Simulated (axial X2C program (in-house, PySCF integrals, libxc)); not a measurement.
## CoSb: bond constants with and without spin–orbit coupling

All values were computed with an in-house all-electron X2C program for linear molecules (integrals from PySCF). Spin-free means the one-electron spin-free X2C Hamiltonian; two-component (2c) means X2C with spin–orbit coupling and atomic mean-field two-electron Coulomb and Gaunt terms, so the difference of the two also holds small scalar two-electron terms. Basis: Sb dyall-cv3z [11s12p8d4f1g], Co dyall-cv3z [9s10p6d3f2g] (cores contracted in-house); Gaussian nuclei, density fitting, unrestricted open shells. Masses: Sb 120.904 u, Co 58.933 u.

Input:
```json
{"zs": [51, 27], "q": 0, "bas": ["dyall-cv3z", "dyall-cv3z"], "levels": ["PBE0", "HF", "BHandHLYP"], "cc": true, "r0": 2.51, "thr": -1.0, "nmax": 90, "npts": 10, "nst": 2, "ntry": 6}
```
```bash
python so2c.py task.json out
```

Keys: zs atomic numbers; q charge; bas basis sets; levels methods; cc coupled cluster on or off; r0 starting distance in Å; thr threshold in hartree for freezing inner shells (an s shell follows its p shell); nmax most natural virtual spinors; npts points on the curve; nst determinants followed; ntry starts of the search. HF also brings MP2.

State, spin-free: M_S = 2, Λ = 2 (beyond evenly filled blocks: σα, π+α, π-α, δ+α, δ+β, δ-α); electrons by block: σα: 17, σβ: 16, π+α: 9, π+β: 8, π-α: 9, π-β: 8, δ+α: 3, δ+β: 3, δ-α: 3, δ-β: 2. Fragments: Sb + Co.

State, 2c: Ω = 4 (⟨Sz⟩ = 1.99, ⟨Lz⟩ = 2.01 at PBE0); electrons by block: 1/2: 25, -1/2: 25, 3/2: 12, -3/2: 11, 5/2: 3, -5/2: 2. Fragments: Sb + Co.

```
Hamiltonian      level  Re (Å)  ωe (cm⁻¹)  ωexe (cm⁻¹)  Be (cm⁻¹)  De (eV)  D0 (eV)  μ (D)
  spin-free       PBE0   2.423      245.2        0.756    0.07247     1.65     1.63   3.15
  spin-free         HF   2.624      192.9          n/a    0.06182    -1.56    -1.57   5.22
  spin-free        MP2   2.432      233.3        0.631    0.07195     1.22     1.20    n/a
  spin-free       CCSD   2.456      225.4        0.714    0.07056    0.598    0.584    n/a
  spin-free    CCSD(T)   2.423      240.5        0.905    0.07246      n/a      n/a    n/a
  spin-free  BHandHLYP   2.487      219.9        0.619    0.06878    0.685    0.671   3.50
         2c       PBE0   2.425      244.3        0.759    0.07238      n/a      n/a   3.13
         2c         HF   2.624      192.1          n/a    0.06179      n/a      n/a   5.24
         2c        MP2   2.435      232.7        0.653    0.07177      n/a      n/a    n/a
         2c       CCSD   2.459      224.6         0.71    0.07039      n/a      n/a    n/a
         2c    CCSD(T)   2.427      239.0        0.893    0.07226      n/a      n/a    n/a
         2c  BHandHLYP   2.489      219.1        0.626    0.06868      n/a      n/a   3.49
```

Correlated methods: 14 electrons correlated (number of frozen shells: Sb 4 s, 3 p, 2 d; Co 3 s, 2 p), 310 virtual spin orbitals or spinors in MP2, 90 natural virtuals in coupled cluster.

Dipoles are positive if Co is the positive end.

The state is one determinant whose occupation by symmetry is held fixed; it was picked as the lowest of a PBE0 search that is not exhaustive. De is counted from the lowest determinant-based energies of the atoms at the same level, without counterpoise correction. De is not given where an atomic determinant may have missed its ground term or J level, or where the truncated virtual space spoils (T). Density functionals use the spin component along the axis (collinear). CCSD and (T) use frozen natural virtuals with an MP2 correction for the truncation; (T) itself is uncorrected, so its De runs slightly low. Other states lie close and PBE0, whose exact exchange favours high spin, may order them wrongly; the determinant shown need not be the ground state. The nearest other spin-free determinant of the search, M_S = 2, Λ = 3, lies 0.29 eV up at the distance of the search. Without a current term, density functionals place determinants with orbital angular momentum somewhat too high. With several unpaired electrons one determinant need not be a pure state. Open-shell Ω = 0 determinants with evenly filled partner blocks cannot be reached by this program, so the Ω shown need not be the lowest component. Some points did not converge and are left out. The T1 diagnostic is large, a sign of multireference character. The stretched end of a curve changes character and is left out. With the outer-core shells frozen, correlated bond lengths of heavy atoms tend to come out a few hundredths of an ångström too long.

Rough cost a point (2c) on 1 thread(s) of a shared host, integrals apart: PBE0 1.5 s, HF 1.8 s, CCSD(T) 12 s, BHandHLYP 1.8 s.

The whole task took 6.7 min on 1 thread of Arm Neoverse V1, with other jobs on the host.
